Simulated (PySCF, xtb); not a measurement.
1,1-dichlorobuta-1,3-diene (C₄H₄Cl₂), SMILES C=CC=C(Cl)Cl. The values are those of a single conformer.

Harmonic wavenumbers (cm⁻¹) from GFN2-xTB in xtb at its own minimum, in rising order: 112, 143, 191, 252, 362, 409, 425, 635, 648, 811, 837, 890, 951, 1012, 1176, 1220, 1287, 1403, 1610, 1654, 3075, 3087, 3107, 3142.

Q: What does PBE-D3(BJ)/def2-SVP in PySCF 2.14.0 give at its own minimum? (An estimate is asked for; the answer gives what the named calculation found.)

A: 133, 152, 196, 272, 376, 418, 458, 651, 653, 847, 886, 886, 936, 996, 1175, 1215, 1263, 1381, 1591, 1644, 3078, 3101, 3113, 3182. Paired by order, the mean absolute difference is 16 cm⁻¹ and the zero-point energies are 40.7 and 40.9 kcal/mol.
